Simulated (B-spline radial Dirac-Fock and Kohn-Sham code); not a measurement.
Calculated with a radial finite-basis atomic code, using the Dirac equation of a negative muon with reduced mass in the field of a spherical finite nucleus, with the Uehling potential to all orders; nuclear polarisation, deformation, hyperfine structure, self-energy, higher-order vacuum polarisation, relativistic recoil and electron screening are left out. The nuclear charge is a Fermi distribution (skin thickness 2.3 fm).

Task: A muonic atom of atomic mass 108.90 u emits these computed lines: 2p3/2 → 1s1/2 3177 keV, 3d5/2 → 2p3/2 869.0 keV, 4f7/2 → 3d5/2 304.8 keV, 5g9/2 → 4f7/2 140.6 keV. Which element is it, and what rms charge radius was used?

Result: Silver (Z = 47, nuclide ¹⁰⁹Ag); the high transitions hardly feel the nucleus and fix Z. The 2p → 1s line lies 1662 keV below the value for a point nucleus without QED, which for this nuclear model gives a radius near 4.56 fm (4.5638 fm was used).
